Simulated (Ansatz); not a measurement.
Mulliken charges of Cl$_{2}$FH$_{3}$Si$_{2}$, SMILES `F[SiH](Cl)[SiH2]Cl` from ωB97M-V/def2-TZVPP in Ansatz (PBE0-D4/def2-TZVP geometry).

```json
{"atom": "F1", "x (Å)": "-2.031", "y (Å)": "0.157", "z (Å)": "1.010", "charge (e)": "-0.291"}
{"atom": "Si2", "x (Å)": "-0.456", "y (Å)": "0.403", "z (Å)": "1.006", "charge (e)": "0.523"}
{"atom": "Cl3", "x (Å)": "0.369", "y (Å)": "-0.683", "z (Å)": "2.533", "charge (e)": "-0.196"}
{"atom": "Si4", "x (Å)": "0.465", "y (Å)": "-0.384", "z (Å)": "-0.998", "charge (e)": "0.208"}
{"atom": "Cl5", "x (Å)": "-0.279", "y (Å)": "0.742", "z (Å)": "-2.551", "charge (e)": "-0.209"}
{"atom": "H6", "x (Å)": "-0.225", "y (Å)": "1.838", "z (Å)": "1.284", "charge (e)": "-0.026"}
{"atom": "H7", "x (Å)": "1.940", "y (Å)": "-0.233", "z (Å)": "-0.967", "charge (e)": "-0.007"}
{"atom": "H8", "x (Å)": "0.103", "y (Å)": "-1.805", "z (Å)": "-1.217", "charge (e)": "-0.002"}
```

Question: By hand: the dipole of these point charges (1 e Å = 4.8032 D).

Answer: Σ q r = (0.427, 0.021, 0.037) e Å, of length 0.429 e Å = 2.06 D.

Question: How does the dipole of the full density compare? (Best estimate.)

Answer: Computed: (0.242, 0.004, -0.019) e Å, 1.17 D; the point charges give 1.76 times that, at 10° from its direction.

Point charges leave out the atoms' own dipoles, such as those of lone pairs, and Mulliken's split depends on the basis, so the two needn't agree.
